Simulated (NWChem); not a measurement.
Molecule: CH$_{4}$OSi; SMILES O=C[SiH3]

Computed with NWChem. The geometry was optimised at PBE0/def2-SVP. Level BLYP/def2-SVPD: energy and gradient; each run changes one setting, and changes count from the defaults (medium grid, exact Coulomb integrals, symmetry on).

**Question.** Which setting moves the energy most, and by about how much (defaults; coarse grid; Coulomb fitting, Weigend set; extra-fine grid; Becke weights)?

**Answer.** Coulomb fitting, Weigend set, by about 300 μHa.
```
setting                       size of the energy change (μHa)  largest change of a gradient component (μHa/bohr)  time, defaults = 1 (rough)
----------------------------  -------------------------------  -------------------------------------------------  --------------------------
defaults                                                 < 10                                               < 30                     about 1
Coulomb fitting, Weigend set                              300                                                 50                         0.4
coarse grid                                              < 10                                                400                     about 1
Becke weights                                              10                                               < 30                     about 1
extra-fine grid                                            10                                               < 30                     about 1
```
